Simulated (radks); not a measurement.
I3+, configuration [Kr] 4d9.5 5s2 5p2.5 (fractional occupations, a model configuration). Calculated with a radial shooting solver on a logarithmic mesh with Libxc functionals: Dirac Kohn-Sham, BLYP, spin-unpolarised, spherical densities, finite nucleus; open shells are shared between the two j in proportion to 2j + 1; Fermi nuclear charge, rms radius 4.75 fm.

Unscreened Slater integrals over Kohn-Sham orbitals (eV). Large and small components are both included.

\begin{tabular}{lr}
integral & value \\ \hline
F0(5p3/2,5p3/2) & 11.630 \\
F2(5p3/2,5p3/2) & 6.3215 \\
F0(5p3/2,5p1/2) & 11.823 \\
G2(5p3/2,5p1/2) & 6.3977 \\
F0(5p3/2,5s1/2) & 12.453 \\
G1(5p3/2,5s1/2) & 8.2678 \\
F0(5p3/2,4d5/2) & 14.450 \\
F2(5p3/2,4d5/2) & 4.1899 \\
G1(5p3/2,4d5/2) & 1.3012 \\
G3(5p3/2,4d5/2) & 1.2307 \\
F0(5p1/2,5p1/2) & 12.030 \\
F0(5p1/2,5s1/2) & 12.708 \\
G1(5p1/2,5s1/2) & 8.6628 \\
F0(5p1/2,4d5/2) & 14.886 \\
G3(5p1/2,4d5/2) & 1.3696 \\
F0(5s1/2,5s1/2) & 13.555 \\
F0(5s1/2,4d5/2) & 16.463 \\
G2(5s1/2,4d5/2) & 2.0974 \\
F0(4d5/2,4d5/2) & 26.920 \\
F2(4d5/2,4d5/2) & 13.650 \\
F4(4d5/2,4d5/2) & 9.0706 \\
\end{tabular}
